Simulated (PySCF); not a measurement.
How methods differ on the ionisation energy of Se²¹⁺

Se²¹⁺ [Ne] 3s2 3p1 (2P) → Se²²⁺ [Ne] 3s2 (1S), as a difference of total energies. Calculation: PySCF 2.14, in an uncontracted even-tempered set (18 s from 1.9 bohr⁻², ratio 2.5; 12 p from 2.4 bohr⁻², ratio 2.5; 5 d from 11 bohr⁻², ratio 2.7; 4 f from 17 bohr⁻², ratio 2.7); scalar relativity by spin-free X2C-1e. Correlated levels: outer shells: 1s2 frozen; virtual orbitals above 40 to 60 times the deepest correlated orbital energy dropped. The calculations carry no spin-orbit coupling.

```tsv
method	ionisation energy (eV)
UHF	886.46
PBE	888.26
PBE0	888.08
r2SCAN	888.13
B97-3	887.96
PW91	888.69
MP2 (outer shells)	887.02
```

**Question.** Estimate what LDA gives.

**Answer.** 887.96 eV, closest to B97-3 among the rows shown.

**Question.** Estimate what SCS-MP2 (outer shells) gives.

**Answer.** 886.91 eV, closest to MP2 (outer shells) among the rows shown.

A first-order spin-orbit estimate (lowest level to lowest level, LS coupling) adds 5.893 eV.

Breit and QED terms and the two-electron picture change are absent.

For comparison: 887 ± 4 eV (semi-empirical (NIST evaluation); NIST Atomic Spectra Database, ionization energies).
